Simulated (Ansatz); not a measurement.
A structure relaxed at PBE0-D4/def2-TZVP, charge 0, multiplicity 1:

Cartesian coordinates in Å:
```
F -2.7571 -1.6797 -0.2643
C -1.6771 -1.0213 -0.1606
C -0.6540 -0.3982 -0.0626
Ge 0.9579 0.5835 0.0918
H 1.8634 -0.1148 1.1133
H 1.6413 0.6262 -1.2801
H 0.6256 2.0044 0.5626
```

Give its formula and SMILES.

C2H3FGe, `FC#[C][GeH3]`.

Point group (tolerance 0.08 Å, 0.16 Å for H)?

C3v.

Summarise the bond lengths by kind.

1 × C–F 1.269 Å; 1 × C–C 1.202 Å; 1 × C–Ge 1.894 Å; 3 × Ge–H 1.533 Å.

Results of the Gaussian-basis code of Ansatz.
